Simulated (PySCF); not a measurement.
Compound: CH6O3Si2.
Atom-mapped SMILES: `[O:1]=[CH:2][SiH2:3][O:4][SiH2:5][OH:6]` (hydrogens: H7 on C2; H8, H9 on Si3; H10, H11 on Si5; H12 on O6)

Method: PBE0-D3(BJ)/def2-SVP geometry optimisation, gas phase (PySCF 2.14.0); density fitting, grid level 1; the optimiser is geomeTRIC in internal coordinates, started from a GFN2-xTB structure with every atom displaced at random (about 0.01 Å).

Step 0: E = -23008.6146 eV
```
atom  x, y, z in Å  |  force x, y, z in eV/Å
O1     -1.0474    1.0734    1.8189   -0.026   0.202   0.126
C2     -1.6834    0.1358    1.3911    0.715  -0.012  -0.251
Si3    -0.9804   -1.1129    0.1101    1.453   0.724   0.519
O4      0.4955   -0.5925   -0.3924   -1.644  -1.042  -0.099
Si5     1.7729    0.3984   -0.2705    0.250   0.213   0.489
O6      1.5601    1.4255    0.9631    0.437   0.690   0.554
H7     -2.6996   -0.0284    1.7684   -0.854  -0.061   0.339
H8     -0.7918   -2.3724    0.8224   -0.245  -0.659   0.223
H9     -1.8728   -1.1334   -1.0017   -0.979  -0.259  -0.945
H10     1.8033    1.0879   -1.5359    0.405   0.474  -0.871
H11     2.8820   -0.4873    0.0376    0.828  -0.206  -0.099
H12     0.6969    1.4981    1.3891   -0.341  -0.065   0.014
```

Step 1: E = -23008.8415 eV
```
atom  x, y, z in Å  |  force x, y, z in eV/Å
O1     -1.0628    1.0881    1.8282    0.064   0.082   0.014
C2     -1.6816    0.1319    1.4160   -0.223  -0.026   0.067
Si3    -0.9833   -1.1250    0.1284   -0.270  -0.030  -0.166
O4      0.4657   -0.5954   -0.4028    0.579   0.235   0.022
Si5     1.8113    0.4217   -0.2555   -0.289  -0.249  -0.224
O6      1.5765    1.4608    0.9892   -0.088   0.019   0.106
H7     -2.7306   -0.0297    1.8075    0.157  -0.021  -0.068
H8     -0.9466   -2.4537    0.8075    0.116   0.010   0.041
H9     -1.9820   -1.2171   -0.9880    0.102   0.073   0.106
H10     1.9725    1.1238   -1.5641   -0.119  -0.033   0.066
H11     3.0247   -0.4090   -0.0214   -0.089  -0.049   0.072
H12     0.6713    1.4960    1.3552    0.059  -0.011  -0.035
```

Problem. Estimate the geometry and energy of step 2. (The exact step hangs on the optimiser's Hessian estimate; all steps are aligned on step 1, rigid shifts and turns removed.)

Solution. E = -23008.8530 eV, largest force 0.220 eV/Å
```
atom  x, y, z in Å  |  force x, y, z in eV/Å
O1     -1.0542    1.1197    1.7912   -0.065   0.001   0.057
C2     -1.6705    0.1514    1.4010   -0.055  -0.034   0.004
Si3    -0.9754   -1.1198    0.1230   -0.093  -0.028  -0.022
O4      0.4737   -0.5956   -0.4144    0.214   0.026  -0.042
Si5     1.8023    0.4201   -0.2558   -0.156  -0.095  -0.031
O6      1.5564    1.4303    1.0121    0.137  -0.009   0.004
H7     -2.7083   -0.0186    1.8041    0.032   0.016  -0.012
H8     -0.9040   -2.4373    0.8222    0.037   0.016   0.021
H9     -1.9755   -1.2198   -0.9814    0.018   0.037   0.019
H10     1.9357    1.1390   -1.5532   -0.023   0.020   0.016
H11     3.0041   -0.4246   -0.0236   -0.005  -0.004   0.022
H12     0.6509    1.4474    1.3751   -0.042   0.054  -0.035
```

The energy changes by -0.0115 eV. The first-order estimate −F·Δx gives -0.0243 eV and the mean of the old and new forces, exact on a quadratic surface, -0.0116 eV. The step makes an angle of 77° with the force vector and moves no atom by more than 0.056 Å.

The cost below is that of the whole optimisation. Time: 1.7 min; peak memory 0.52 GiB. Hardware: one thread of an AMD EPYC 7R43, no GPU, shared host with 256 logical CPUs at a one-minute load of 68.
